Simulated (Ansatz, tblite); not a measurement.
Removing and adding an electron: LaBr₃. The state is a singlet with charge 0. Geometry: PBE0-D4/def2-SVP. Ansatz, gas phase; energy differences of separate SCF runs; the oxidised species was run as a doublet alone; the reduced species was run as a doublet alone.

```tsv
atom	x (Å)	y (Å)	z (Å)
La1	0.233	-0.143	0.151
Br2	1.691	1.834	-1.097
Br3	-1.294	0.570	2.329
Br4	-0.630	-2.262	-1.383
```

In the def2 sets La takes a core potential; there is no spin–orbit coupling. The xTB rows come from tblite. Correlated methods freeze 27 core orbitals; core or outer-core shells of La, Br are correlated, in sets that lack core-valence functions. The rows differ in basis, and correlated rows in double-zeta sets carry the largest basis error. In CCSD on the charge 1 doublet the largest single amplitude is 0.20, so its Hartree–Fock determinant may place the open shell otherwise than the density functionals do. HOMO above LUMO, or a gap near zero within one spin, warns that the state may not be the lowest or that an electron is smeared out.

```csv
level,−HOMO (eV),vertical IE (eV),−LUMO (eV),vertical EA (eV),HOMO–LUMO gap (eV),IE − EA (eV),remarks
GFN1-xTB,10.09,13.72,9.14,5.84,0.95,7.88,–
GFN2-xTB,11.93,14.39,11.08,8.55,0.86,5.84,–
HF/def2-SVP,–,9.88,–,–,–,–,–
PBE-D4/def2-TZVP,7.12,9.51,3.58,–,3.54,–,gap within one spin near zero (+1 doublet)
PBE-D4/def2-TZVPD,7.14,–,3.59,1.61,3.55,–,HOMO above zero (-1 doublet)
r2SCAN-D4/def2-TZVP,7.46,9.79,3.26,–,4.21,–,gap within one spin near zero (+1 doublet)
r2SCAN-D4/def2-TZVPD,7.46,–,3.24,1.67,4.22,–,HOMO above zero (-1 doublet)
PBE0-D4/def2-TZVP,8.37,10.06,2.92,–,5.45,–,–
PBE0-D4/def2-TZVPD,8.38,–,2.92,1.65,5.46,–,–
MP2/def2-SVP,–,10.54,–,–,–,–,–
CCSD/def2-SVP,–,10.35,–,–,–,–,–
CCSD(T)/def2-SVP,–,10.30,–,–,–,–,–
```

   A HOMO above zero means that the electron is unbound at that level or that self-interaction error raises the level; the energy of removing that electron tells which. Raw xTB energy differences between charge states are shifted by several eV; the methods need an empirical correction for them.
